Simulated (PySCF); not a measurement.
FeF₂, SMILES [Fe]([F])[F] (connectivity only; charge and spin as stated), neutral, multiplicity 5. Atoms are numbered in the order given.

```xyz
3

Fe     0.0000     0.0000     0.0000
F      0.0000     0.0000    -1.7522
F      0.0000     0.0000     1.7522
```
Charge 0, spin multiplicity 5.

Geometry: PBE-D3(BJ)/def2-TZVP. The spin state was assumed, not searched.

Calculation: PBE-D3(BJ)/def2-TZVP run with PySCF 2.14.0.

Frequencies are harmonic and unscaled.

Modes within 1.5 cm⁻¹ of each other (mostly degenerate sets) share a row, with their intensities summed.

| mode | ν (cm⁻¹) | IR (km/mol) | moving atoms (share of kinetic energy) |
|---|---|---|---|
| 1–2 | 139 | 58.4 | F 60 %, Fe 40 % |
| 3 | 600 | 0.0 | F 100 % |
| 4 | 747 | 211.8 | F 60 %, Fe 40 % |
